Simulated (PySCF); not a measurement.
SMILES S(B(O)O)[Si](C)(C)C (C₃H₁₁BO₂SSi), GFN2-xTB optimised geometry.

```
19

Si    -1.35    -0.25     0.00
C     -1.67     0.76     1.58
C     -1.66     0.76    -1.59
C     -2.39    -1.85     0.00
S      0.70    -1.01     0.00
B      1.66     0.51     0.00
O      3.02     0.51     0.00
O      1.01     1.70     0.00
H     -1.45     0.18     2.47
H     -1.04     1.65     1.60
H     -2.71     1.08     1.64
H     -1.45     0.17    -2.48
H     -2.70     1.08    -1.65
H     -1.03     1.64    -1.61
H     -2.19    -2.45     0.88
H     -3.45    -1.61    -0.01
H     -2.18    -2.46    -0.87
H      3.45    -0.34     0.00
H      1.60     2.46     0.00
```

Density from PySCF with CAM-B3LYP/def2-SVP at that geometry.

Minimum of the electron density along straight lines between bonded atoms, close to the bond critical point (lines longer than 1.1 times the sum of covalent radii, or with two minima, are not listed):

```
bond    length / Å  ρ at the minimum / e bohr⁻³  ∇²ρ there / e bohr⁻⁵  position (fraction from the first atom)
------  ----------  ---------------------------  --------------------  ---------------------------------------
Si1–C2       1.906                        0.112                  0.30                                     0.38
Si1–C3       1.906                        0.112                  0.30                                     0.38
Si1–C4       1.903                        0.113                  0.31                                     0.38
Si1–S5       2.191                            …                     …                                     0.35
S5–B6        1.804                            …                 -0.26                                     0.69
B6–O7        1.355                        0.206                  1.11                                     0.33
B6–O8        1.356                        0.207                  1.13                                     0.33
C2–H9        1.087                        0.272                 -0.98                                     0.63
C2–H10       1.085                        0.274                 -1.01                                     0.64
C3–H12       1.087                        0.272                 -0.98                                     0.63
C3–H14       1.085                        0.274                 -1.01                                     0.64
C4–H15       1.085                        0.273                 -0.99                                     0.63
C4–H16       1.085                        0.272                 -0.98                                     0.63
C4–H17       1.085                        0.273                 -0.99                                     0.63
O7–H18       0.956                        0.356                 -2.52                                     0.82
O8–H19       0.958                        0.354                 -2.42                                     0.82
```

Q: Fill in the missing entries.

A: 
- Si1–S5, ρ at the minimum / e bohr⁻³: 0.086
- Si1–S5, ∇²ρ there / e bohr⁻⁵: 0.13
- S5–B6, ρ at the minimum / e bohr⁻³: 0.156
